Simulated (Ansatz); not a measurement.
Ansatz (a quantum-chemistry and plane-wave program) input:

Ansatz 0.2 input:
```yaml
crystal:
  periodic: [false, false, false]
  atoms:
    - {symbol: C, position_ang: [-1.95801932, 0.18285664, 0.38525923]}
    - {symbol: C, position_ang: [-0.69479984, 0.60548378, -0.25057466]}
    - {symbol: C, position_ang: [0.53306484, -0.12471395, -0.05151133]}
    - {symbol: O, position_ang: [0.65649707, -1.12473274, 0.63059536]}
    - {symbol: O, position_ang: [1.58427789, 0.42631052, -0.72147723]}
    - {symbol: H, position_ang: [-2.35644705, 0.97667557, 1.02777498]}
    - {symbol: H, position_ang: [-1.81268154, -0.71582245, 0.98147414]}
    - {symbol: H, position_ang: [-2.72983195, -0.00911014, -0.36896537]}
    - {symbol: H, position_ang: [-0.66378600, 1.48166985, -0.88476697]}
    - {symbol: H, position_ang: [2.35507267, -0.12779394, -0.52750141]}
basis:
  gaussian:
    orbitals: def2-TZVP
hamiltonian:
  xc: b3lyp
  dispersion: d3bj
magnetization: {spin_polarized: true, initial_magnetization: 1}
phonons: {temperatures: {t_min: 298.15, t_max: 298.15, t_step: 100}}
```

### Question
Predict the final energy.

### Answer
-267.87306 Eh (B3LYP-D3(BJ)/def2-TZVP). The basis has 185 functions.

It need not be the lowest isomer of its formula.
